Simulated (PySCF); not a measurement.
## How methods differ on the ionisation energy of Ga

Ga [Ar] 3d10 4s2 4p1 [4p1/2^1, M_J = 1/2] → Ga+ [Ar] 3d10 4s2, as a difference of total energies. Calculation: PySCF 2.14, in x2c-SVPall-2c; the two-component X2C-1e Hamiltonian. Correlated levels: [Ne] frozen; the 6 highest virtual spinors dropped. "Screened" scales the spin-orbit matrix elements by Boettger's factors to mimic the two-electron term; Breit and QED terms are absent.

Task: Order these methods by the ionisation energy they give, lowest first.
A. GMP2 (screened spin-orbit)
B. GHF (screened spin-orbit)
C. GMP2 (spin-free)
D. GHF (spin-free)

Result: D (5.531 eV), B (5.597 eV), C (5.754 eV), A (5.823 eV).

The spin-free rows lack the spin-orbit shift.

Errors of the correlated levels include the incompleteness of this basis and the frozen core.

For comparison: 5.999 eV (measured; NIST Atomic Spectra Database, ionization energies).
